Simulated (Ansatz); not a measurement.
Cl4FNb (`[F][Nb]([Cl])([Cl])([Cl])[Cl]`). Charge 0, multiplicity 1. Correlated methods include outer-core shells of Nb, which these sets cover unevenly. Nb: def2 effective core potential.

Cartesian coordinates in Å:
```
F -1.233 1.425 -0.197
Nb -0.038 0.044 -0.006
Cl -1.863 -1.335 0.326
Cl 0.662 -1.201 -1.755
Cl 1.636 1.599 -0.362
Cl 0.837 -0.531 1.994
```

Q: Give the diagnostics of a CCSD(T)/def2-TZVPP run (frozen core, Ansatz 0.2.0). (Estimate.)

A: The calculation gave: T1 = 0.0211, largest single amplitude 0.077, largest double 0.030, (T) share of the correlation energy 5.1 %, 14 CCSD cycles. The RHF solution is stable towards an unrestricted one. T1 lies over the customary mark of 0.02 for closed shells; compounds of d metals often pass it without a breakdown.
